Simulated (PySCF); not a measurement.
C2H9NOSi, SMILES C([Si@@H](N)O)C. Atoms are numbered in the order given.

```xyz
14

C      2.1396    -0.9327     0.2384
C      1.1525     0.1502     0.6832
Si    -0.3876     0.2730    -0.3838
N     -1.2236    -1.2306    -0.3122
O     -1.3690     1.5193     0.1655
H      3.0150    -0.9952     0.9052
H      1.6566    -1.9225     0.2190
H      2.5154    -0.7396    -0.7801
H      1.6474     1.1396     0.7082
H      0.8198    -0.0294     1.7238
H     -0.0320     0.5068    -1.8198
H     -1.4758    -1.6094     0.5967
H     -1.9605    -1.4248    -0.9837
H     -0.9939     2.4073     0.1363
```
Charge 0, spin multiplicity 1.

Geometry optimised at r2SCAN-D4/def2-SVP. The structure was generated by enumeration; whether it is a known compound was not checked. Other conformers were not sampled.

Computed with PBE0/pcSseg-1 (PySCF).

GIAO shieldings, no solvent; atoms listed in one row are averaged. δ = σ(ref) − σ: ¹³C against TMS (σ = 186.3 ppm); ²⁹Si against TMS (σ = 352.7 ppm); ¹⁵N against NH3 (σ = 267.4 ppm); ¹⁷O against H2O (σ = 334.2 ppm); ¹H against TMS (σ = 31.56 ppm), references at their B3LYP-D3(BJ)/def2-TZVP geometries, non-relativistic.

### Question
Estimate the chemical shifts. (Estimate from the structure and the level; the computed values follow.)

### Answer

```csv
nucleus,atoms,count,δ (ppm)
¹³C,C2,1,13.1
¹³C,C1,1,10.9
²⁹Si,Si3,1,-8.3
¹⁵N,N4,1,28.2
¹⁷O,O5,1,59.5
¹H,H11,1,5.06
¹H,"H6, H7, H8",3,1.31
¹H,H13,1,1.20
¹H,H14,1,1.08
¹H,H12,1,0.83
¹H,H10,1,0.81
¹H,H9,1,0.61
```
